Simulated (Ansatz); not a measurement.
The first iterations of a band of C3H11NOSi (17 atoms, charge 0, multiplicity 1).

Theory: RKS BLYP-D4/def2-SVP in Ansatz.

| Quantity | Value |
| --- | --- |
| movable images | 7 |
| climbing image | yes |
| spring | 2.0 to 10.0 eV/Å², energy-weighted |
| optimiser | quadratic models (default) |
| start path | IDPP |
| force threshold | 0.05 eV/Å |
| iteration limit | 60 |
| end points | relaxed |

First end point:

```xyz
17
Properties=species:S:1:pos:R:3
C 0.467 -2.381 -0.459
C 1.276 -1.065 -0.532
Si 0.569 0.319 0.545
O 1.438 1.752 0.369
C -1.197 0.852 -0.003
N -1.345 2.282 0.394
H 0.407 -2.766 0.581
H 0.921 -3.182 -1.079
H -0.575 -2.244 -0.816
H 1.328 -0.693 -1.579
H 2.330 -1.243 -0.223
H 0.541 -0.144 1.981
H 0.749 2.462 0.308
H -1.213 0.804 -1.114
H -2.016 0.179 0.350
H -2.144 2.720 -0.085
H -1.555 2.348 1.400
```

Last end point:

```xyz
17
Properties=species:S:1:pos:R:3
C 0.542 -2.323 -0.343
C 1.220 -0.950 -0.566
Si 0.388 0.476 0.376
O 1.129 1.969 0.046
C -1.417 0.787 -0.134
N -2.018 2.006 0.471
H 0.528 -2.601 0.732
H 1.067 -3.137 -0.885
H -0.511 -2.322 -0.693
H 1.221 -0.689 -1.648
H 2.291 -1.000 -0.268
H 0.455 0.192 1.861
H 2.016 2.105 0.423
H -1.468 0.878 -1.243
H -2.052 -0.092 0.113
H -1.381 2.798 0.300
H -2.029 1.902 1.497
```

| iteration | highest image above the first end (eV) | largest band force component (eV/Å) |
| --- | --- | --- |
| 1 | 0.501 | 1.166 |
| 2 | 0.385 | 0.819 |
| 3 | 0.365 | 0.509 |
| 4 | 0.341 | 0.263 |

Question: Does the band converge within its limit, and where does its top end?

Answer: The forces met the threshold. It ended after 13 iterations with the highest image 0.297 eV above the first end. Another band between the same ends (7 images) ends at a top of the same energy, where a vibrational analysis finds 1 clearly imaginary mode.

Run time: 4.2 min on 2 threads of Intel(R) Xeon(R) Platinum 8488C (Sapphire Rapids), on a shared host, peak memory 0.21 GiB.
